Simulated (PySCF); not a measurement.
# Ionisation energy of Cd²⁴⁺ by level of theory

Cd²⁴⁺ [Ar] 3d6 (5D) → Cd²⁵⁺ [Ar] 3d5 (6S), as a difference of total energies. Computed with PySCF 2.14 in an uncontracted even-tempered set (17 s from 2.9 bohr⁻², ratio 2.5; 11 p from 3.8 bohr⁻², ratio 2.5; 8 d from 3.8 bohr⁻², ratio 2.5; 4 f from 16 bohr⁻², ratio 2.7; 3 g from 24 bohr⁻², ratio 2.7), with no relativity, point nucleus. Correlated levels: outer shells: [Ne] frozen; virtual orbitals above 40 to 60 times the deepest correlated orbital energy dropped. The calculations carry no spin-orbit coupling.

```tsv
method	ionisation energy (eV)
UHF	1236.8
LDA	1239.3
PBE	1239.7
PBE0	1239.5
r2SCAN	1239.7
PW91	1240.2
BHandHLYP	1239.2
MP2 (outer shells)	1238.1
SCS-MP2 (outer shells)	1238.3
```

A first-order spin-orbit estimate (lowest level to lowest level, LS coupling) adds 3.111 eV.

All relativistic terms are absent from these numbers, so their closeness to the reference says little about the methods.

For comparison: 1237 ± 4 eV (theoretical estimate listed by NIST; NIST Atomic Spectra Database, ionization energies).
